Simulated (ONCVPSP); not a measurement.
# Sb (Z = 51): one change to an ONCV potential, before and after

* Element: antimony (Sb)
* Generator: ONCVPSP 4.0.1
* Type: optimised norm-conserving Vanderbilt (ONCV)
* Functional: LDA (Perdew-Zunger)
* Relativity: scalar-relativistic
* Frozen core: [Kr] 4d10
* Valence charge: 5
* Reference configuration: 5s2 5p3
* Partial waves: 5s: rc 1.60 bohr, ncon 3, nbas 6, qcut 3.3 1/bohr, 1 projector; 5p: rc 2.20 bohr, ncon 3, nbas 6, qcut 3.6 1/bohr, 2 projectors, debl 3.5 Ha; d scattering state at 0.13 Ha: rc 2.15 bohr, ncon 3, nbas 6, qcut 4.6 1/bohr, 2 projectors, debl 1.7 Ha
* Local potential: polynomial inside 1.20 bohr (lpopt 3, dvloc0 1 Ha)
* Core correction: Teter function, fcfact 4.5, rcfact 1.65

Change: all radii but the core radius scaled by about 1.27 (s 2.04, p 2.80, d 2.74 bohr); local potential polynomial inside 1.52 bohr (lpopt 3, dvloc0 1 Ha).

Cutoffs: the cutoffs (Ha) at which the residual kinetic energy of the hardest occupied pseudo-wave falls to 1 and 0.1 mHa per electron; they do not see the model core or the augmentation charge, which bear on the density cutoff. Errors are all-electron minus pseudo energies relative to the spin-unpolarised reference configuration.

Task: How do hardness, ghosts and transferability respond?

Result: The potential gets softer (11 Ha and 33 Ha → 9.0 Ha and 22 Ha); the bound ghosts move from d, s to s; of the 4 tests that both files solve, the error grows in 0 and shrinks in 1 by more than 15 % and 0.3 meV (median size 122.7 → 112.1 meV). A larger radius leaves more room for a smooth pseudo-wave, so fewer plane waves are needed.

```csv
quantity,base,changed
"cutoff, loose",11 Ha,9.0 Ha
"cutoff, tight",33 Ha,22 Ha
loose cutoff by channel,"s 11 Ha, p 5.5 Ha","s 9.0 Ha, p 3.0 Ha"
bound ghosts,"s, d",s
GHOST(+) flags under 300 eV,p at 103.1 eV,p at 124.7 eV
"error for 5s2 5p2, meV [ΔE 8.52 eV]",-34,-33
"error for 5s2 5p1, meV [ΔE 24.77 eV]",-201,-191
"error for 5s2 5p0, meV [ΔE 49.56 eV]",-631,-590
"error for 5s1 5p3, meV [ΔE 17.34 eV]",-45,-28
"rms error of d²Exc/dni dnj with the model core, mHa",2.62,2.76
```

Base: The cutoffs count occupied waves only; projector 2 of the d channel, the hardest unoccupied one, needs 53 Ha at the loose tolerance. A true bound ghost makes a file unfit for plane-wave use even where its test errors are small: the radial tests pick states by their node count and pass the ghost by.
